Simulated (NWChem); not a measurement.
System meant: CH4CoO2, quartet; SMILES C[O][Co][OH]

Here is an NWChem input.

```
start job
memory heap 200 mb stack 900 mb global 1100 mb
geometry units angstroms noautoz
  Co     0.355340     0.086021     0.372197
  O      1.515822     0.417499     1.616059
  H      1.502034     0.785895     2.499479
  O     -0.838146    -0.208056    -0.822984
  C     -1.447674    -0.544282    -2.005747
  H     -1.616086     0.343909    -2.646164
  H     -0.846450    -1.264419    -2.595600
  H     -2.436886    -1.010431    -1.831224
end
basis spherical
  Co library def2-svp
  O library def2-svp
  H library def2-svp
  C library def2-svp
end
dft
  odft
  mult 5
  xc b3lyp
  iterations 150
  mulliken
end
task dft energy
```

End of the output:

```
 ==============================================================================
                                 internuclear angles
 ------------------------------------------------------------------------------
        center 1       |       center 2       |       center 3       |  degrees
 ------------------------------------------------------------------------------
    2 O                |   1 Co               |   4 O                |   177.77
    1 Co               |   2 O                |   3 H                |   136.58
    1 Co               |   4 O                |   5 C                |   162.17
    4 O                |   5 C                |   6 H                |   111.67
    4 O                |   5 C                |   7 H                |   112.15
    4 O                |   5 C                |   8 H                |   111.35
    6 H                |   5 C                |   7 H                |   107.20
    6 H                |   5 C                |   8 H                |   107.02
    7 H                |   5 C                |   8 H                |   107.16
 ------------------------------------------------------------------------------
                            number of included internuclear angles:          9
 ==============================================================================

 Summary of "ao basis" -> "" (spherical)
 ------------------------------------------------------------------------------
       Tag                 Description            Shells   Functions and Types
 ---------------- ------------------------------  ------  ---------------------
 Co                         def2-svp                11       31   5s3p2d1f
 O                          def2-svp                 6       14   3s2p1d
 H                          def2-svp                 3        5   2s1p
 C                          def2-svp                 6       14   3s2p1d

                                 NWChem DFT Module
                                 -----------------

 Summary of "ao basis" -> "ao basis" (spherical)
 ------------------------------------------------------------------------------
       Tag                 Description            Shells   Functions and Types
 ---------------- ------------------------------  ------  ---------------------
 Co                         def2-svp                11       31   5s3p2d1f
 O                          def2-svp                 6       14   3s2p1d
 H                          def2-svp                 3        5   2s1p
 C                          def2-svp                 6       14   3s2p1d

  number of electrons :                   53
  multiplicity        :                    5
 ------------------------------------------------------------------------
  no. of electrons and multiplicity not compatible                  53
 ------------------------------------------------------------------------
 ------------------------------------------------------------------------
  current input line :
    26: task dft energy
 ------------------------------------------------------------------------
 ------------------------------------------------------------------------
 There is an error in the input file
 ------------------------------------------------------------------------
 For more information see the NWChem manual at https://nwchemgit.github.io

0: no. of electrons and multiplicity not compatible:Received an Error in Communication
```

Question: Can this run be used? If not, why, and what is the fix?

Answer: The input was rejected before any calculation. Cause: the multiplicity doesn't fit the number of electrons (an even count wants an odd multiplicity, and the reverse). This input runs:
```
start job
memory heap 200 mb stack 900 mb global 1100 mb
geometry units angstroms noautoz
  Co     0.355340     0.086021     0.372197
  O      1.515822     0.417499     1.616059
  H      1.502034     0.785895     2.499479
  O     -0.838146    -0.208056    -0.822984
  C     -1.447674    -0.544282    -2.005747
  H     -1.616086     0.343909    -2.646164
  H     -0.846450    -1.264419    -2.595600
  H     -2.436886    -1.010431    -1.831224
end
basis spherical
  Co library def2-svp
  O library def2-svp
  H library def2-svp
  C library def2-svp
end
dft
  odft
  mult 4
  xc b3lyp
  iterations 150
  mulliken
end
task dft energy
```
It converges to -1573.45739 Ha (B3LYP/def2-SVP, spin-unrestricted).
